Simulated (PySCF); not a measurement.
**Spin-rotation constants: `BP[SiH2]C(Cl)Cl`, CH₆BCl₂PSi**

Cartesian coordinates in Å; atom numbers follow the order of the lines, from 1:
```xyz
12

B     2.568   -0.869    0.223
P     0.785   -1.147    0.517
Si   -0.203    0.804    0.158
C    -2.066    0.377   -0.078
Cl   -2.268   -0.466   -1.629
Cl   -3.013    1.873   -0.088
H     3.074    0.044    0.752
H     3.209   -1.647   -0.365
H     0.367   -1.907   -0.556
H    -0.101    1.606    1.378
H     0.147    1.597   -1.024
H    -2.499   -0.267    0.686
```

Computed, not measured: GIAO PBE0/pcSseg-1 magnetisability, rotational g tensor and spin-rotation constants, non-relativistic, gas phase (PySCF 2.14.0). Geometry: GFN2-xTB.

**Question.** Give the nuclear spin-rotation constants along the inertial axes (H = +C I·J) beside the isotropic shieldings.

**Answer.** Rotational constants 2.7579, 0.7707, 0.6432 GHz. A star marks the isotopologue with that one atom substituted, in its own axes.
```
atom  isotope  Caa (kHz)  Cbb (kHz)  Ccc (kHz)  mean (kHz)  σ (ppm)
  B1      11B      0.992      0.420      0.122       0.511     16.2
  P2      31P      2.695      1.116      0.703       1.505    485.8
 Cl5     35Cl      0.798      0.089      0.220       0.369    725.4
 Cl6     35Cl      0.503      0.156      0.250       0.303    711.5
  H7       1H     -0.232      0.089     -0.061      -0.068     23.4
  H8       1H      0.006      0.022     -0.055      -0.009     23.0
  H9       1H     -0.287      0.027     -0.071      -0.110     28.3
 H10       1H     -0.243      0.027     -0.055      -0.090     26.8
 H11       1H     -0.253     -0.076      0.029      -0.100     27.1
 H12       1H     -0.261     -0.085      0.042      -0.102     26.2
 Si3    29Si*     -1.531     -0.462     -0.387      -0.793    389.3
  C4     13C*      0.564      0.158      0.162       0.295    115.6
```
For the geometry as given, no vibrational averaging.

**Question.** How do the rotational constants and the g tensor change when H7, H8, H9, H10, H11, H12 are replaced by deuterium?

**Answer.** Constants 2.5215, 0.7190, 0.6043 GHz; g -0.0316, -0.0126, -0.0097, against -0.0342, -0.0134, -0.0104 before.
